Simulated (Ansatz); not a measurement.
The same atomization along the group F, Cl, Br.

Computed with Ansatz on PBE0-D4/def2-TZVP structures; ΔE is electronic, products minus reactants. CCSD(T)/CBS adds triple-zeta CCSD(T) − MP2 to the extrapolated MP2 energy (def2 sets, frozen cores). This one scheme is used for every species, atoms too. For atomizations the MP2-based limit and the directly extrapolated one differ by several kJ/mol either way, and by 10 to 25 for some Ge, Se and Sn compounds, so smaller differences from it don't rank the levels. No spin–orbit coupling; open shells (•) take unrestricted orbitals. Spin–orbit coupling would lower the free atoms: a little for C, Cl, F; clearly for Br, Ge. For Br, Ge outer-core shells are correlated without core-valence functions, so the limit isn't a true one: a few kJ/mol of doubt a bond, and 10 to 20 or more in all where bonds break to atoms. Scalar relativity is left out up to krypton. One conformer a species, not always the lowest.

(1) Order these by ΔE at CCSD(T)/CBS, lowest first. (Best estimate.)
A. `ClC[CH2][GeH3]` → 2 C• + Cl• + Ge• + 7 H•
B. `[GeH3][CH2]CBr` → 2 C• + Br• + Ge• + 7 H•
C. `FC[CH2][GeH3]` → 2 C• + F• + Ge• + 7 H•

Largest T1 diagnostic: 0.011, for `FC[CH2][GeH3]`.

## Answers

(1) B (+863.0 kcal/mol), A (+872.2 kcal/mol), C (+900.9 kcal/mol).
